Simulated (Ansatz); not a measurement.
A single point on CH₆GaNS, SMILES `[NH2][GaH][CH2]S`.

```yaml
crystal:
  periodic: [false, false, false]
  atoms:
    - {symbol: N, position_ang: [-1.761657, 1.015248, -0.438163]}
    - {symbol: Ga, position_ang: [-0.096496, 0.743727, 0.227798]}
    - {symbol: C, position_ang: [0.518010, -1.104196, 0.525078]}
    - {symbol: S, position_ang: [1.810606, -1.357320, -0.733878]}
    - {symbol: H, position_ang: [-2.409800, 0.278341, -0.657423]}
    - {symbol: H, position_ang: [-2.101520, 1.912231, -0.739995]}
    - {symbol: H, position_ang: [0.831860, 1.981740, 0.447745]}
    - {symbol: H, position_ang: [-0.268071, -1.817665, 0.272146]}
    - {symbol: H, position_ang: [0.895169, -1.350079, 1.516980]}
    - {symbol: H, position_ang: [2.581899, -0.302017, -0.420288]}
basis:
  gaussian: {orbitals: def2-QZVPP}
correlation: {method: mp2}
```

```sh
$ ansatz run in.yaml --threads 4 --pin off --events-out ev --progress --plain --max-ram 10444MiB
```

It prints (some lines left out):

```
Functional definition: HF
2749 factors; integrals over basis functions are off by at most 8.9e-4 eV
mean field evaluation 1: about -65757.4495 eV, gradient 4.4e1 eV
mean field evaluation 2: about -65757.5577 eV, gradient 4.4e1 eV
mean field evaluation 4: about -65761.9593 eV, gradient 4.2e0 eV
mean field evaluation 8: about -65762.0263 eV, gradient 4.7e-1 eV
mean field evaluation 16: about -65762.0273 eV, gradient 2.4e-6 eV
mean field -65762.02728222 eV, -2416.7099275187 hartree, gradient 2.4e-6 eV, S^2 0.000000; 0 other end points of the search recorded, 0 dependent functions left out
16 core orbitals not correlated: weight in the atoms' cores, before any rotation towards them, 1.000 or more for the frozen orbitals, at most 0.000 for the correlated occupied ones
reference -65762.02728222 eV, -2416.7099275187 hartree; 17, 17 occupied and 420, 420 virtual orbitals, 2749 factors
second order -29.81708061 eV of doubles, -0.00000000 eV of singles
Total energy: -65791.84436283 eV, -2417.8056850204 hartree
```

It took 21 s on 4 threads of an Arm Neoverse V2 on a shared host, with 2.6 GiB of host memory at the peak.
